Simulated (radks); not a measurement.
Neutral bismuth inside a hard spherical wall (all orbitals vanish at R), configuration held at [Hg] 6p3 and not refilled when levels cross. All-electron calculation, scalar-relativistic Kohn-Sham, LDA (Slater exchange, Perdew-Wang correlation), spin-polarised, spherical densities, finite nucleus; open shells are filled with parallel spins first (spin-orbit coupling, left out, can overturn this in heavy ions); Fermi nuclear charge, rms radius 5.5211 fm. Program: a radial shooting solver on a logarithmic mesh with Libxc functionals. Eigenvalues in eV for spin up, with the zero of energy where the potential of the charges vanishes at infinity; a dash marks a level that is unbound or too diffuse for the functional's potential to be trusted. A positive occupied level is held by the wall or, in an anion where self-interaction has pushed it up, behind a barrier. The pressure on the wall is -dE/dV.

R (bohr) = free: E (hartree) -21512.8753; kinetic (hartree) 24375.419; e(5p) -95.817; e(5d) -27.146; e(6s) -15.160; e(6p) -5.267; e(7s, empty) -0.724; e(6d, empty) -; pressure (GPa) 0
R (bohr) = 8: E (hartree) -21512.8714; kinetic (hartree) 24375.452; e(5p) -95.600; e(5d) -26.934; e(6s) -14.982; e(6p) -5.090; e(7s, empty) 0.955; e(6d, empty) 2.545; pressure (GPa) 0.173
R (bohr) = 7: E (hartree) -21512.8622; kinetic (hartree) 24375.516; e(5p) -95.270; e(5d) -26.613; e(6s) -14.721; e(6p) -4.804; e(7s, empty) 2.460; e(6d, empty) 3.626; pressure (GPa) 0.758
R (bohr) = 5: E (hartree) -21512.7192; kinetic (hartree) 24376.285; e(5p) -92.753; e(5d) -24.207; e(6s) -12.741; e(6p) -2.204; e(7s, empty) 12.833; e(6d, empty) 10.010; pressure (GPa) 18.8
R (bohr) = 4: E (hartree) -21512.2730; kinetic (hartree) 24378.343; e(5p) -88.635; e(5d) -20.365; e(6s) -9.026; e(6p) 3.161; e(7s, empty) 31.027; e(6d, empty) 20.445; pressure (GPa) 126
R (bohr) = 3.5: E (hartree) -21511.6102; kinetic (hartree) 24381.202; e(5p) -84.526; e(5d) -16.578; e(6s) -4.631; e(6p) 9.478; e(7s, empty) 50.422; e(6d, empty) 31.447; pressure (GPa) 374
R (bohr) = 2: E (hartree) -21491.6480; kinetic (hartree) 24456.189; e(5p) -34.721; e(5d) 35.270; e(6s) 85.949; e(6p) 125.95; e(7s, empty) 320.76; e(6d, empty) 187.06; pressure (GPa) 29100
